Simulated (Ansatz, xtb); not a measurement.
**Relaxing a trial structure of BO2S−**

The starting geometry of this gas-phase singlet was built from a drawn formula by distance geometry and a force field; its bonds are those of `[B]OS[O-]`.

```
atom    x (Å)    y (Å)    z (Å)
   B  -3.8272   0.2260  -1.1109
   O  -2.6447   0.0175  -0.2525
   O  -0.7166  -0.2189  -1.7493
   S  -1.4610   1.0618  -0.9007
```

Question: Predict what becomes of its bonds when it is optimised with r2SCAN-D4/def2-SVPD.

Answer: It rearranges to `O=BS[O-]`. Distances that change by over a tenth: B1–O2 (1.48 → 1.23 Å). Contacts that open: O2–S4 (1.71 → 3.01 Å). Contacts that close: B1–S4 (2.52 → 1.77 Å).

The energy falls by 4.21 eV over 21 steps:

```json
{"step": "1", "E − E(last) (eV)": "4.209"}
{"step": "3", "E − E(last) (eV)": "3.149"}
{"step": "5", "E − E(last) (eV)": "2.813"}
{"step": "8", "E − E(last) (eV)": "2.794"}
{"step": "10", "E − E(last) (eV)": "2.776"}
{"step": "12", "E − E(last) (eV)": "2.706"}
{"step": "14", "E − E(last) (eV)": "1.540"}
{"step": "17", "E − E(last) (eV)": "0.037"}
{"step": "19", "E − E(last) (eV)": "0.004"}
{"step": "21", "E − E(last) (eV)": "0.000"}
```

Final geometry (Å):

```yaml
atoms:
  - { symbol: B, position_ang: [-2.8441, 0.3026, -0.5911] }
  - { symbol: O, position_ang: [-3.8532, -0.1926, -0.0813] }
  - { symbol: O, position_ang: [-0.5439, -0.0828, -2.0347] }
  - { symbol: S, position_ang: [-1.4083, 1.0591, -1.3063] }
```

From the same start GFN2-xTB ends elsewhere, differing in O2–S4 (1.79 against 3.01 Å here).

No frequencies were run, so the end isn't proven a minimum. Run with Ansatz 0.2.0, 95 s on 1 thread of Intel(R) Xeon(R) Processor @ 2.50GHz (Skylake/Cascade Lake), with other jobs on the host.
